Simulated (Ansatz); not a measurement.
A nudged elastic band was laid between two geometries of AlClFH4OP (9 atoms, charge 0, multiplicity 1).

These are results of RKS BLYP/def2-SVP (Ansatz), not measurements.

```yaml
movable_images: 5
climbing_image: yes
spring: 5.0 eV/Å²
optimiser: quadratic models (default)
start_path: through a guess of the saddle point
force_threshold: 0.03 eV/Å
iteration_limit: 60
end_points: relaxed
```

First end point:

```xyz
9
Properties=species:S:1:pos:R:3
Al -0.071 -0.230 0.020
F 0.274 -1.218 1.346
O 1.192 0.197 -1.073
H 2.086 -0.169 -0.968
Cl -2.049 -0.336 -0.780
P -0.452 1.990 1.253
H -0.819 3.106 0.441
H 0.570 2.615 2.031
H -1.516 2.052 2.203
```

Last end point:

```xyz
9
Properties=species:S:1:pos:R:3
Al -0.122 0.508 -0.191
F -0.376 -0.145 1.754
O 1.498 0.045 -0.535
H 1.746 -0.741 -1.048
Cl -1.782 -0.387 -1.195
P -0.301 2.770 0.570
H -1.559 2.608 1.260
H 0.487 2.582 1.773
H -0.377 0.768 2.085
```

Problem. What changes between the two ends?

Solution. Bonds broken: P6–H9. Bonds formed: F2–H9.

Problem. What energy profile does the band end with?

Solution. The forces met the threshold. The highest image is number 4 of 0 to 6, 152.1 kJ/mol above the first end and 7.3 kJ/mol above the last; the last end lies 144.9 kJ/mol above the first. Neighbouring images differ by up to 1.3 eV, so the band resolves the path poorly. A vibrational analysis at the climbing image gives one clearly imaginary mode, 499i cm⁻¹: a first-order saddle point. The orbitals stay closed-shell, which can raise the energy where a bond breaks towards radicals; this wasn't checked here.

| image | path coordinate (Å) | energy (kJ/mol) | P6–H9 (Å) | F2–H9 (Å) |
| --- | --- | --- | --- | --- |
| 0 | 0.00 | 0.0 | 1.43 | 3.82 |
| 1 | 1.27 | 3.6 | 1.43 | 3.59 |
| 2 | 2.53 | 3.7 | 1.43 | 3.58 |
| 3 | 3.80 | 28.7 | 1.42 | 2.22 |
| 4 | 5.06 | 152.1 | 2.00 | 1.10 |
| 5 | 5.43 | 146.3 | 2.35 | 0.99 |
| 6 | 5.80 | 144.9 | 2.51 | 0.97 |

Problem. What is the geometry of the highest image?

Solution. 
```xyz
9
Properties=species:S:1:pos:R:3:forces:R:3
Al -0.119 0.280 -0.081 0.01 0.00 0.00
F -0.436 -0.200 1.738 0.00 -0.01 0.00
O 1.517 -0.118 -0.400 -0.01 0.00 -0.01
H 1.836 -0.514 -1.227 0.01 0.00 0.01
Cl -1.751 -0.349 -1.287 0.00 0.00 0.00
P -0.348 2.585 0.702 0.00 0.00 0.00
H -1.567 2.671 1.453 0.00 0.00 0.00
H 0.553 2.751 1.806 0.00 0.00 0.00
H -0.471 0.903 1.771 0.00 0.01 0.00
```

The run took 11 min on 2 threads of Intel(R) Xeon(R) Processor @ 2.50GHz (Skylake/Cascade Lake), with other jobs on the host, peak memory 0.16 GiB.
